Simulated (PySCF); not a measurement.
SbF₄, SMILES [F][Sb+]([F])([F])[F], charge +1.

Geometry optimised at PBE-D3(BJ)/def2-SVP. The multiplicity is an assumed one; other spin states were not compared. The isomer is the one that the SMILES or the coordinates give; other isomers of the formula were not compared. The def2 effective core potentials stand for the cores of Sb; spin–orbit coupling is left out.

Calculation: PySCF with PBE-D3(BJ)/def2-SVP.

Frequencies are harmonic and unscaled.

Modes within 1.5 cm⁻¹ of each other (mostly degenerate sets) share a row, with their intensities summed.

```json
[
 {"mode": "1–2", "ν (cm⁻¹)": "134", "IR (km/mol)": "0.0", "moving atoms (share of kinetic energy)": "F 100 %"},
 {"mode": "3–5", "ν (cm⁻¹)": "177", "IR (km/mol)": "89.0", "moving atoms (share of kinetic energy)": "F 79 %, Sb 21 %"},
 {"mode": "6", "ν (cm⁻¹)": "638", "IR (km/mol)": "0.0", "moving atoms (share of kinetic energy)": "F 100 %"},
 {"mode": "7–9", "ν (cm⁻¹)": "711", "IR (km/mol)": "96.6", "moving atoms (share of kinetic energy)": "F 82 %, Sb 18 %"}
]
```
